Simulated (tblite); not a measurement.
Parent: `[SiH3:1][N:2]([SiH3:3])[SiH2:4][SH:5]` with Si1–N2–Si4–S5 -81°, N2–Si4–S5–H -45°, H9NSSi3.

The geometries are computed with GFN2-xTB (gas phase). One conformer each, not checked by frequencies here.

| coordinate of the parent | value |
| --- | --- |
| Si1–N2 | 1.752 Å |
| N2–Si3 | 1.747 Å |
| N2–Si4 | 1.735 Å |
| Si4–S5 | 2.147 Å |
| Si1–N2–Si3 | 122.4° |
| Si1–N2–Si4 | 117.1° |
| Si3–N2–Si4 | 119.6° |
| N2–Si4–S5 | 110.5° |

**Question.** How does the shared frame change in `[CH2:1]=[N:2][Si@@H:3]([SH:4])[N:5]([SiH3:6])[SiH3:7]` with C1–N2–Si3–S4 -124°, N2–Si3–S4–H -31°, N2–Si3–N5–Si6 -119°, CH10N2SSi3? Atoms pair as Si1 = Si6, N2 = N5, Si3 = Si7, Si4 = Si3, S5 = S4 (parent first).

**Answer.** 
```tsv
parent	relative	value in the relative	change
Si1–N2	Si6–N5	1.755 Å	+0.003
N2–Si3	N5–Si7	1.743 Å	-0.004
N2–Si4	N5–Si3	1.730 Å	-0.005
Si4–S5	Si3–S4	2.143 Å	-0.004
Si1–N2–Si3	Si6–N5–Si7	120.1°	-2.3
Si1–N2–Si4	Si6–N5–Si3	121.6°	+4.5
Si3–N2–Si4	Si7–N5–Si3	118.3°	-1.3
N2–Si4–S5	N5–Si3–S4	109.0°	-1.5
```

Of the parent's bonds, N2–Si3, N2–Si4 and Si4–S5 change most and about equally (-0.005 to -0.004 Å). Bonds of the relative outside the shared frame: C1=N2 1.248, N2–Si3 1.727 Å.

**Question.** How does the shared frame change in `[CH3:1][NH:2][Si@H:3]([SH:4])[N:5]([SiH3:6])[SiH3:7]` with C1–N2–Si3–S4 -48°, N2–Si3–S4–H -62°, N2–Si3–N5–Si6 27°, CH12N2SSi3? Atoms pair as Si1 = Si7, N2 = N5, Si3 = Si6, Si4 = Si3, S5 = S4 (parent first).

**Answer.** 
| parent | relative | value in the relative | change |
| --- | --- | --- | --- |
| Si1–N2 | Si7–N5 | 1.744 Å | -0.008 |
| N2–Si3 | N5–Si6 | 1.745 Å | -0.002 |
| N2–Si4 | N5–Si3 | 1.735 Å | 0.000 |
| Si4–S5 | Si3–S4 | 2.151 Å | +0.004 |
| Si1–N2–Si3 | Si7–N5–Si6 | 124.0° | +1.6 |
| Si1–N2–Si4 | Si7–N5–Si3 | 116.0° | -1.1 |
| Si3–N2–Si4 | Si6–N5–Si3 | 119.9° | +0.3 |
| N2–Si4–S5 | N5–Si3–S4 | 111.7° | +1.2 |

Of the parent's bonds, Si1–N2 changes most (-0.008 Å). Bonds of the relative outside the shared frame: C1–N2 1.445, N2–Si3 1.712 Å.

**Question.** How does the shared frame change in `[SiH3:1][CH2:2][Si@@H:3]([SH:4])[N:5]([SiH3:6])[SiH3:7]` with Si1–C2–Si3–S4 59°, C2–Si3–S4–H 162°, C2–Si3–N5–Si6 107°, CH13NSSi4? Atoms pair as Si1 = Si7, N2 = N5, Si3 = Si6, Si4 = Si3, S5 = S4 (parent first).

**Answer.** 
```tsv
parent	relative	value in the relative	change
Si1–N2	Si7–N5	1.750 Å	-0.002
N2–Si3	N5–Si6	1.743 Å	-0.004
N2–Si4	N5–Si3	1.742 Å	+0.007
Si4–S5	Si3–S4	2.155 Å	+0.008
Si1–N2–Si3	Si7–N5–Si6	119.4°	-3.0
Si1–N2–Si4	Si7–N5–Si3	120.4°	+3.3
Si3–N2–Si4	Si6–N5–Si3	118.7°	-0.9
N2–Si4–S5	N5–Si3–S4	108.7°	-1.8
```

Of the parent's bonds, N2–Si4 and Si4–S5 change most and about equally (+0.007 to +0.008 Å). Bonds of the relative outside the shared frame: Si1–C2 1.901, C2–Si3 1.887 Å.
